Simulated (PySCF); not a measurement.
Computed IR spectrum (relative IR intensity) of a molecule C4H9ClSi. Geometry: B3LYP-D3(BJ)/def2-SVP. The values are those of a single conformer. Calculation: B3LYP-D3(BJ)/def2-SVP run with PySCF. Frequencies are harmonic and unscaled.

Lines under 2 % of the strongest are left out, and lines within 2 cm⁻¹ are merged.

```csv
ν (cm⁻¹),relative intensity
512,3.0
589,4.3
655,12
761,6.7
804,15
824,4.9
834,4.3
935,100
950,3.7
954,19
959,16
1012,2.8
1066,2.3
1300,12
1436,2.5
1467,2.3
2212,40
2218,87
3037,4.0
3128,2.9
```

Task: Which structure fits?
A. [SiH3]C[C@@H]1C[C@@H]1Cl
B. C/C=C/C[SiH2]Cl
C. C[C@H]1[SiH2]C[C@@H]1Cl
D. C/C(Cl)=C\C[SiH3]

Result: A, [SiH3]C[C@@H]1C[C@@H]1Cl
